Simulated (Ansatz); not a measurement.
Two isomers of C2H7ClSi2: A = `[SiH3]/C=C(\[SiH3])Cl`, B = `ClC1C[SiH2][SiH2]1`.

Program: Ansatz. Geometries: PBE0-D4/def2-TZVP. ΔE: electronic, gas phase. CBS: MP2 limit from def2 TZ/QZ plus the TZ coupled-cluster correction, frozen cores. Functionals use def2-TZVPP. B3LYP here is the variant with VWN-RPA as its local correlation; programs differ in this.

(1) Which isomer does CCSD(T)/CBS put lower? Give the gap. (An estimate is asked.)

(2) Give E(B) − E(A) in kcal/mol with PBE0-D4, r2SCAN-D4, B3LYP-D4, B3LYP, PBE-D4, ωB97M-V, CCSD(T)/def2-TZVPP. (An estimate is asked.)

Largest T1 diagnostic: 0.012.

Results:

(1) Computed: B, by 7.1 kcal/mol.

(2) Ansatz gave: PBE0-D4 -11.7, r2SCAN-D4 -7.7, B3LYP-D4 -3.6, B3LYP -2.7, PBE-D4 -9.9, ωB97M-V -7.8, CCSD(T)/def2-TZVPP -6.4. None reverses the order clearly.

The D4 term adds −0.9 kcal/mol with B3LYP and −0.4 kcal/mol with PBE0; it sums over pairs of atoms, weighted by their polarisabilities, and B3LYP, whose exchange is more repulsive, gets the larger term. From PBE to PBE0 (25 % exact exchange), in def2-TZVPP and without D4, E(B) − E(A) moves by −1.9 kcal/mol.
